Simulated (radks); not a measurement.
The lead ion Pb+, configuration [Hg] 6p1.

Method: scalar-relativistic Kohn-Sham, PBE, spin-unpolarised, spherical densities, point nucleus; hard spherical wall at 2.5 bohr; computed with a radial shooting solver on a logarithmic mesh with Libxc functionals.

Energy parts (hartree):
part                       energy
total                 -20877.0727
kinetic                23631.7539
electron-nucleus      -52213.5864
Hartree                 8092.6490
exchange-correlation    -387.8893

Orbitals (lengths in bohr, moments of r in powers of bohr; r(90%) holds 90 % of the orbital's charge):
| orbital | occ. | eigenvalue (hartree) | <r^4> | <r^2> | r(90%) | <1/r> |
|---|---|---|---|---|---|---|
| 1s | 2 | -3238.238 | 3.529e-07 | 0.0003570 | 0.0294 | 101.5 |
| 2s | 2 | -578.5575 | 0.00005096 | 0.005418 | 0.105 | 23.81 |
| 2p | 6 | -496.0490 | 0.00004235 | 0.004618 | 0.100 | 20.91 |
| 3s | 2 | -138.3314 | 0.001829 | 0.03485 | 0.256 | 8.824 |
| 3p | 6 | -114.6802 | 0.002044 | 0.03613 | 0.264 | 7.979 |
| 3d | 10 | -90.58362 | 0.001569 | 0.02993 | 0.248 | 7.488 |
| 4s | 2 | -30.77785 | 0.04000 | 0.1666 | 0.550 | 3.798 |
| 4p | 6 | -23.03250 | 0.05387 | 0.1912 | 0.594 | 3.412 |
| 4d | 10 | -14.07549 | 0.07273 | 0.2149 | 0.642 | 3.066 |
| 4f | 14 | -4.19044 | 0.1231 | 0.2495 | 0.725 | 2.667 |
| 5s | 2 | -4.70741 | 0.9977 | 0.8325 | 1.23 | 1.580 |
| 5p | 6 | -2.60686 | 1.741 | 1.097 | 1.43 | 1.344 |
| 5d | 10 | -0.24168 | 3.675 | 1.631 | 1.75 | 1.050 |
| 5f | 0 | 1.91040 | 6.981 | 2.370 | 1.99 | 0.8114 |
| 6s | 2 | 0.61993 | 8.314 | 2.602 | 2.04 | 0.8554 |
| 6p | 1 | 1.54755 | 9.173 | 2.703 | 2.09 | 0.8732 |
| 6d | 0 | 3.09107 | 9.280 | 2.610 | 2.13 | 0.9518 |
| 7s | 0 | 5.53341 | 9.774 | 2.633 | 2.20 | 1.007 |

The highest occupied level is 6p at 42.111 eV. The pressure on the wall is 3710 GPa. The density falls to 0.001 e/bohr^3 at r = 2.44 bohr. Summed over all electrons, <r^2> = 40.21 bohr^2, which gives a Langevin (diamagnetic) susceptibility term of -31.8 x 10^-6 cm^3/mol.
